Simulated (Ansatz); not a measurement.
One change: `CCSBF` becomes `CCOBF`.

Ansatz, PBE0-D4/def2-TZVP geometries, multiplicity 1. Each molecule was computed in one conformer, which needn't be the lowest.

| property | `CCSBF` |
| --- | --- |
| HOMO energy (PBE/def2-TZVPP) / eV | -6.48 |
| zero-point energy (PBE0-D4/def2-TZVP) / kJ/mol | 218.9 |
| LUMO energy (PBE0/def2-TZVPP) / eV | -0.52 |
| HOMO–LUMO gap (PBE/def2-TZVPP) / eV | 5.02 |
| HOMO energy (B3LYP/def2-TZVPP) / eV | -7.42 |
| ideal-gas entropy at 298 K and 1 bar (rigid rotor, harmonic PBE0-D4/def2-TZVP) / J/(mol·K) | 340 |

Give the same properties after the change, and the shifts. (Estimate.)

Computed: 
```json
{"property": "HOMO energy (PBE/def2-TZVPP) / eV", "`CCOBF`": "-7.63", "shift": "-1.15"}
{"property": "zero-point energy (PBE0-D4/def2-TZVP) / kJ/mol", "`CCOBF`": "228.5", "shift": "9.6"}
{"property": "LUMO energy (PBE0/def2-TZVPP) / eV", "`CCOBF`": "0.39", "shift": "0.91"}
{"property": "HOMO–LUMO gap (PBE/def2-TZVPP) / eV", "`CCOBF`": "7.04", "shift": "2.02"}
{"property": "HOMO energy (B3LYP/def2-TZVPP) / eV", "`CCOBF`": "-8.93", "shift": "-1.51"}
{"property": "ideal-gas entropy at 298 K and 1 bar (rigid rotor, harmonic PBE0-D4/def2-TZVP) / J/(mol·K)", "`CCOBF`": "323", "shift": "-17"}
```

With PBE0 the HOMO falls by 1.50 eV and the LUMO rises by 0.91 eV, so the gap widens by about 2.41 eV. PBE moves the HOMO by -1.15 eV and ωB97M-V by -1.72 eV. Modes under 60 cm⁻¹, often nearly free rotors, make the harmonic entropy too high.

Positive LUMOs are unbound, so they and the gaps depend on the basis.

B3LYP here is the variant with VWN-RPA as its local correlation; programs differ in this.
